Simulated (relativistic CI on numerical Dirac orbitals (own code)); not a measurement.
**Level scheme of I26+**

Method of calculation: Dirac-Coulomb-Breit CI, KLI orbitals optimised for each configuration, model QED (radiative potential, 1s self-energy scaled to tabulated hydrogen-like ionisation energies), unscaled Slater integrals (own radial code, finite nucleus).

CI space (outside the closed core [Ne]): 3s²3p⁶3d⁹, 3s²3p⁵3d¹⁰, 3s3p⁶3d¹⁰, 3s²3p⁶3d⁸4s, 3s²3p⁶3d⁸4p, 3s²3p⁶3d⁸4d, 3s²3p⁴3d¹⁰4s, 3s²3p⁶3d⁸4f, 3s²3p⁵3d⁹4s, 3s²3p⁴3d¹⁰4p, 3s²3p⁶3d⁷4s², 3s²3p⁵3d⁹4p, 3s²3p⁴3d¹⁰4d, 3s²3p⁶3d⁷4s4p, 3s3p⁵3d¹⁰4s, 3s²3p⁶3d⁸5s, 3s²3p⁶3d⁷4p², 3s3p⁵3d¹⁰4p, 3s²3p⁵3d⁹4d, 3s²3p⁶3d⁸5p, 3s²3p⁶3d⁷4s4d, 3s3p⁶3d⁹4s, 3s²3p⁶3d⁸5d, 3s²3p⁶3d⁷4p4d, 3s3p⁵3d¹⁰4d, 3p⁶3d¹⁰4s, 3s3p⁶3d⁹4p, 3s²3p⁵3d⁸4s², 3s²3p⁶3d⁸5f, 3s²3p⁵3d⁹4f, 3s²3p⁶3d⁸5g, 3p⁶3d¹⁰4p, 3s²3p⁶3d⁷4d², 3s²3p⁵3d⁸4s4p, 3s²3p⁶3d⁸6s, 3s3p⁶3d⁹4d. Levels of other configurations are missing.

```
No.  Configuration  Term     J  E (10³ cm⁻¹)   %  Lifetime (s)         jj configuration (%)
 41      3d⁸(3P)4p   ²P°   3/2        5302.0  47      6.48e-13           3d5/2^4 4p3/2 (68)
 42      3d⁸(1D)4p   ²P°   1/2        5305.8  50      1.22e-11           3d5/2^4 4p3/2 (82)
 43      3d⁸(3F)4p   ⁴G°   5/2        5311.1  34      5.33e-12   3d3/2^2 3d5/2^6 4p1/2 (72)
 44      3d⁸(3F)4p   ⁴F°   3/2        5327.5  38      1.90e-12   3d3/2^2 3d5/2^6 4p1/2 (66)
 45      3d⁸(3F)4p   ⁴G°   9/2        5331.3  65      2.23e-11  3d3/2^3 3d5/2^5 4p3/2 (100)
 46      3d⁸(3F)4p   ²F°   5/2        5337.9  41      2.73e-12   3d3/2^3 3d5/2^5 4p3/2 (82)
 47      3d⁸(3F)4p   ⁴F°   7/2        5339.9  55      4.24e-12   3d3/2^3 3d5/2^5 4p3/2 (98)
 48      3d⁸(3F)4p   ²D°   3/2        5355.6  72      4.92e-13   3d3/2^3 3d5/2^5 4p3/2 (69)
 49      3d⁸(3P)4p   ⁴P°   5/2        5374.1  36      3.40e-12   3d3/2^3 3d5/2^5 4p3/2 (92)
 50      3d⁸(1S)4p   ²P°   3/2        5376.3  28      3.45e-12           3d5/2^4 4p3/2 (85)
 51      3d⁸(3F)4p   ⁴D°   1/2        5377.3  53      2.27e-12   3d3/2^3 3d5/2^5 4p3/2 (66)
 52      3d⁸(3P)4p   ⁴D°   7/2        5380.2  52      1.52e-11   3d3/2^3 3d5/2^5 4p3/2 (87)
 53      3d⁸(3P)4p   ²D°   3/2        5388.7  34      6.86e-13   3d3/2^3 3d5/2^5 4p3/2 (83)
 54      3d⁸(1G)4p   ²H°  11/2        5407.1  94      2.33e-11   3d3/2^3 3d5/2^5 4p3/2 (95)
 55      3d⁸(1G)4p   ²F°   5/2        5407.2  81      8.14e-13   3d3/2^3 3d5/2^5 4p3/2 (90)
 56      3d⁸(3P)4p   ²S°   1/2        5410.5  41      9.59e-12   3d3/2^3 3d5/2^5 4p3/2 (88)
 57      3d⁸(3P)4p   ⁴D°   5/2        5412.6  58      6.02e-12   3d3/2^3 3d5/2^5 4p3/2 (97)
 58      3d⁸(3P)4p   ⁴S°   3/2        5425.0  42      8.21e-12   3d3/2^3 3d5/2^5 4p3/2 (95)
 59      3d⁸(1G)4p   ²G°   7/2        5431.7  70      5.27e-12   3d3/2^3 3d5/2^5 4p3/2 (88)
 60      3d⁸(1G)4p   ²G°   9/2        5441.7  80      1.96e-11   3d3/2^3 3d5/2^5 4p3/2 (93)
 61      3d⁸(1S)4p   ²P°   1/2        5451.0  93      4.84e-13   3d3/2^2 3d5/2^6 4p1/2 (58)
 62      3d⁸(1D)4p   ²P°   3/2        5457.0  35      1.99e-11   3d3/2^2 3d5/2^6 4p3/2 (88)
 63      3d⁸(1D)4p   ²D°   5/2        5464.5  35      2.04e-12   3d3/2^2 3d5/2^6 4p3/2 (88)
 64      3d⁸(1D)4p   ²F°   7/2        5468.1  47      1.73e-11   3d3/2^2 3d5/2^6 4p3/2 (88)
 65      3d⁸(1D)4p   ²P°   1/2        5490.8  59      5.83e-12   3d3/2^2 3d5/2^6 4p3/2 (59)
 66      3d⁸(1S)4p   ²P°   3/2        5600.5  74      7.35e-12   3d3/2^2 3d5/2^6 4p3/2 (87)
 67      3d⁸(3F)4d    ⁴D   5/2        5884.6  41      7.37e-12           3d5/2^4 4d3/2 (94)
 68      3d⁸(3F)4d    ⁴D   7/2        5889.7  67      7.72e-12           3d5/2^4 4d3/2 (75)
 69      3d⁸(3F)4d    ²H  11/2        5902.3  45      6.73e-12           3d5/2^4 4d3/2 (95)
 70      3d⁸(3F)4d    ⁴G   9/2        5909.2  39      6.71e-12           3d5/2^4 4d3/2 (90)
 71      3d⁸(1D)4d    ²D   3/2        5914.9  44      9.54e-12           3d5/2^4 4d5/2 (62)
 72      3d⁸(3F)4d    ⁴H  13/2        5923.6  94      9.64e-12           3d5/2^4 4d5/2 (95)
 73      3d⁸(3F)4d    ²F   7/2        5929.1  53      9.42e-12           3d5/2^4 4d5/2 (73)
 74      3d⁸(3F)4d    ⁴P   5/2        5932.8  29      7.72e-12           3d5/2^4 4d3/2 (64)
 75      3d⁸(3F)4d    ⁴G  11/2        5933.1  73      9.67e-12           3d5/2^4 4d5/2 (94)
 76      3d⁸(3F)4d    ²P   3/2        5943.7  43      7.94e-12           3d5/2^4 4d3/2 (56)
 77      3d⁸(3F)4d    ⁴F   9/2        5944.6  48      9.15e-12           3d5/2^4 4d5/2 (89)
 78      3d⁸(1D)4d    ²G   7/2        5953.0  33      6.82e-12           3d5/2^4 4d3/2 (83)
 79      3d⁸(1D)4d    ²F   5/2        5957.7  34      8.35e-12           3d5/2^4 4d5/2 (58)
 80      3d⁸(1D)4d    ²P   1/2        5960.7  45      6.60e-12           3d5/2^4 4d3/2 (92)
 81      3d⁸(1D)4d    ²F   7/2        5974.4  42      9.30e-12           3d5/2^4 4d5/2 (88)
 82      3d⁸(3F)4d    ⁴D   3/2        5980.9  33      7.54e-12   3d3/2^3 3d5/2^5 4d3/2 (88)
 83      3d⁸(1D)4d    ²G   9/2        5984.5  48      9.02e-12           3d5/2^4 4d5/2 (84)
 84      3d⁸(3F)4d    ⁴F   5/2        5985.3  56      7.74e-12   3d3/2^3 3d5/2^5 4d3/2 (56)
 85      3d⁸(1D)4d    ²P   3/2        5988.1  44      8.58e-12           3d5/2^4 4d5/2 (69)
 86      3d⁸(1D)4d    ²S   1/2        5989.0  35      9.45e-12           3d5/2^4 4d5/2 (88)
 87      3d⁸(3F)4d    ⁴H   9/2        5995.8  43      6.88e-12   3d3/2^3 3d5/2^5 4d3/2 (88)
 88      3d⁸(3F)4d    ⁴D   1/2        5995.9  85      9.22e-12   3d3/2^3 3d5/2^5 4d5/2 (51)
 89      3d⁸(3F)4d    ⁴G   7/2        5996.9  47      6.96e-12   3d3/2^3 3d5/2^5 4d3/2 (95)
 90      3d⁸(3F)4d    ²D   5/2        6008.2  34      8.65e-12   3d3/2^3 3d5/2^5 4d5/2 (42)
 91      3d⁸(3F)4d    ⁴H  11/2        6019.8  61      9.64e-12  3d3/2^3 3d5/2^5 4d5/2 (100)
 92      3d⁸(3P)4d    ⁴F   3/2        6021.6  39      7.55e-12   3d3/2^3 3d5/2^5 4d3/2 (51)
 93      3d⁸(3F)4d    ⁴G   5/2        6023.1  29      8.51e-12   3d3/2^3 3d5/2^5 4d5/2 (57)
 94      3d⁸(3F)4d    ⁴F   7/2        6027.4  49      9.45e-12   3d3/2^3 3d5/2^5 4d5/2 (94)
 95      3d⁸(3F)4d    ⁴G   9/2        6028.0  54      9.46e-12   3d3/2^3 3d5/2^5 4d5/2 (98)
 96      3d⁸(3P)4d    ⁴D   3/2        6033.4  39      7.18e-12           3d5/2^4 4d3/2 (46)
 97      3d⁸(3F)4d    ²P   1/2        6034.1  55      8.46e-12   3d3/2^3 3d5/2^5 4d5/2 (52)
 98      3d⁸(1G)4d    ²D   5/2        6035.6  64      7.50e-12   3d3/2^3 3d5/2^5 4d3/2 (81)
 99      3d⁸(3P)4d    ²F   7/2        6040.5  33      6.77e-12   3d3/2^3 3d5/2^5 4d3/2 (81)
100      3d⁸(1G)4d    ²D   3/2        6045.5  43      8.38e-12   3d3/2^3 3d5/2^5 4d5/2 (58)
101      3d⁸(3P)4d    ²D   3/2        6058.8  46      9.34e-12   3d3/2^3 3d5/2^5 4d5/2 (69)
102      3d⁸(3P)4d    ⁴D   7/2        6059.5  43      9.47e-12   3d3/2^3 3d5/2^5 4d5/2 (88)
103      3d⁸(3P)4d    ⁴F   5/2        6060.2  41      8.70e-12           3d5/2^4 4d5/2 (51)
104      3d⁸(3P)4d    ⁴P   1/2        6061.0  69      7.13e-12   3d3/2^3 3d5/2^5 4d3/2 (58)
105      3d⁸(1G)4d    ²I  11/2        6064.2  90      6.94e-12   3d3/2^3 3d5/2^5 4d3/2 (92)
106      3d⁸(3P)4d    ²D   5/2        6068.6  47      8.58e-12   3d3/2^3 3d5/2^5 4d5/2 (41)
107      3d⁸(3P)4d    ⁴F   9/2        6069.5  53      9.45e-12   3d3/2^3 3d5/2^5 4d5/2 (85)
108      3d⁸(3P)4d    ²F   5/2        6079.8  42      7.30e-12   3d3/2^3 3d5/2^5 4d3/2 (63)
109      3d⁸(3P)4d    ⁴P   3/2        6081.7  44      6.70e-12   3d3/2^3 3d5/2^5 4d3/2 (83)
110      3d⁸(3P)4d    ²P   1/2        6084.7  55      8.08e-12   3d3/2^3 3d5/2^5 4d5/2 (39)
```

Energies count from the lowest computed level; ° marks odd parity; lifetimes are radiative, by E1, M1, E2, M2 decay to levels of this space only. Percentages are summed over parent terms; the parents shown are those of the largest component, closed shells are left out there. Filled j subshells are mostly left out of the jj labels.

The mean weight of the leading LS term, summed over parents, in these 70 levels is 51 %, and that of the leading jj configuration (from the same eigenvectors) 77 %, so jj coupling describes them better and the LS labels are nominal.

At this charge energies of transitions that change n are usually good to better than 1 %, and those within a shell (Δn = 0) to a few per cent.

LS names give the leading component of a level, which can be under half, so a name can repeat, a term be missing and a line seem to break the LS rules.
